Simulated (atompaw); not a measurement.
**u(r) = r·R(r): atom against pseudo-atom (scandium (Sc))**

Columns: radius, all-electron u(r) and pseudo u(r) of the 4p shell (level -3.80 eV) of scandium in the configuration [Ne] 3s2 3p6 3d1 4s1.5 4p0; PBE, scalar-relativistic, PAW (atompaw) scheme, atompaw 4.2.0.5.

| r (bohr) | all-electron | pseudo |
| --- | --- | --- |
| 0.081 | 0.0703 | -0.0026 |
| 0.162 | 0.1201 | -0.0103 |
| 0.242 | 0.1056 | -0.0222 |
| 0.323 | 0.0510 | -0.0378 |
| 0.404 | -0.0177 | -0.0556 |
| 0.485 | -0.0838 | -0.0744 |
| 0.565 | -0.1379 | -0.0924 |
| 0.646 | -0.1779 | -0.1087 |
| 0.727 | -0.2026 | -0.1217 |
| 0.808 | -0.2129 | -0.1305 |
| 0.888 | -0.2108 | -0.1340 |
| 0.969 | -0.1985 | -0.1319 |
| 1.050 | -0.1780 | -0.1238 |
| 1.131 | -0.1513 | -0.1098 |
| 1.212 | -0.1202 | -0.0904 |
| 1.292 | -0.0865 | -0.0665 |
| 1.373 | -0.0505 | -0.0385 |
| 1.454 | -0.0136 | -0.0074 |
| 1.535 | 0.0236 | 0.0260 |
| 1.615 | 0.0600 | 0.0606 |
| 1.696 | 0.0962 | 0.0962 |
| 1.777 | 0.1312 | 0.1312 |
| 1.858 | 0.1650 | 0.1650 |
| 1.938 | 0.1969 | 0.1969 |
| 2.019 | 0.2276 | 0.2276 |
| 2.100 | 0.2567 | 0.2567 |

(1) How many radial nodes do the two functions have?

(2) At about which radius was the pseudo-wave matched?

(3) Is the pseudo-wave norm-conserving?

Results:

(1) The all-electron 4p function has n − l − 1 = 2; the pseudo-wave has 1, since 1 lower shell of the same l stays in the valence.

(2) 1.75 bohr, where the columns begin to agree (steps of 0.08 bohr).

(3) No, it belongs to a PAW set: the norm inside the radius is not constrained, and the difference is carried by the augmentation charge.
